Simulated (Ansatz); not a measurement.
F2H4OSi2, SMILES O[Si](F)(F)[SiH3].

Geometry: B3LYP-D3(BJ)/def2-SVP. This is a generated structure with no PubChem entry under its InChIKey; it may be hypothetical. One conformer was computed; it need not be the lowest.

Two levels are set side by side: PBE/def2-SVPD (Ansatz, a first-principles code) and CAM-B3LYP/def2-SVPD (Ansatz). Energy differences of separate SCF runs at the same geometry; the states with an electron removed or added have multiplicity 2 and 2. Differences are taken from unrounded values.

| quantity | PBE |
|---|---|
| vertical ionisation energy (eV) | 11.08 |
| vertical singlet–triplet gap (eV) | 6.47 |

Question: These are the PBE values. What does CAM-B3LYP give? (An estimate is asked for; the answer gives what the named calculation found.)

Answer: 
```tsv
quantity	CAM-B3LYP	PBE minus CAM-B3LYP
vertical ionisation energy (eV)	11.60	-0.52
vertical singlet–triplet gap (eV)	7.02	-0.55
```
